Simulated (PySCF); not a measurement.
## GaP: frontier orbitals

LDA at R = 2.484 Å; PySCF, scalar-relativistic core potentials, basis sets Ga cc-pVDZ-PP with ECP10, P cc-pV(D+d)Z. State: ³Σ⁻ (triplet), unpaired electrons π ↑↑. Only the outer orbitals are listed, counted within each symmetry, core potentials removing the inner ones.

| spin | orbital | occ. | ε (eV) | on Ga (%) | main shells (%) |
| --- | --- | --- | --- | --- | --- |
| α | 7σ | 1 | -14.12 | 11 | 88 P s |
| α | 8σ | 1 | -9.23 | 77 | 76 Ga s, 14 P p, 9 P s |
| α | 4π | 1 | -5.86 | 11 | 88 P p, 10 Ga p |
| α | 4π | 1 | -5.86 | 11 | 88 P p, 10 Ga p |
| α | 9σ | 1 | -5.05 | 41 | 58 P p, 26 Ga p, 14 Ga s |
| α | 5π | 0 | -2.39 | 89 | 89 Ga p, 10 P p |
| α | 5π | 0 | -2.39 | 89 | 89 Ga p, 10 P p |
| α | 10σ | 0 | -0.01 | 85 | 83 Ga p, 18 P p |
| β | 7σ | 1 | -12.80 | 18 | 81 P s, 13 Ga s |
| β | 8σ | 1 | -8.86 | 75 | 74 Ga s, 14 P s, 11 P p |
| β | 9σ | 1 | -4.57 | 42 | 57 P p, 31 Ga p, 10 Ga s |
| β | 4π | 0 | -4.44 | 25 | 75 P p, 24 Ga p |
| β | 4π | 0 | -4.44 | 25 | 75 P p, 24 Ga p |
| β | 5π | 0 | -1.97 | 76 | 76 Ga p, 23 P p |

Problem. Which are the highest filled and the lowest empty level, where do they sit, and how wide is the gap?

Solution. Highest filled β 9σ at -4.57 eV (in %: 57 P p, 31 Ga p, 10 Ga s); lowest empty β 4π at -4.44 eV (in %: 75 P p, 24 Ga p); the gap at LDA is 0.13 eV.

| Quantity | Value |
| --- | --- |
| bond order (Mayer) | 1.24 |
| ⟨S²⟩ | 2.005 |
| charge on Ga (Mulliken, basis-dependent) | 0.14 |
| charge on Ga (Löwdin, basis-dependent) | 0.07 |
| dipole moment (positive dipole means Ga(−)P(+)) | -1.18 D |
| polarisability along the bond | 92.1 bohr³ |
| polarisability across the bond | 51.9 bohr³ |

Spin–orbit coupling is left out. The state was picked by a PBE0 search and need not be the measured ground state.
